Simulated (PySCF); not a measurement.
OP, SMILES O=[P], multiplicity 2. Atoms are numbered in the order given.

```xyz
2

P      0.0000     0.0000    -0.5146
O      0.0000     0.0000     0.9649
```
Charge 0, spin multiplicity 2.

Geometry: B3LYP-D3(BJ)/def2-TZVPD.

Computed with PBE0/pcH-1 (PySCF).

Unrestricted Kohn–Sham, ⟨S²⟩ = 0.753. Hyperfine tensors hold the contact and dipolar terms, without spin-orbit corrections.

Computed hyperfine couplings:
| nucleus | A(iso) (MHz) | A(iso) (G) | dipolar principal values (MHz) |
|---|---|---|---|
| 31P no. 1 | -13.0 | -4.6 | -266.4, -244.6, 511.0 |
| 17O no. 2 | -24.2 | -8.6 | -96.3, 44.9, 51.4 |
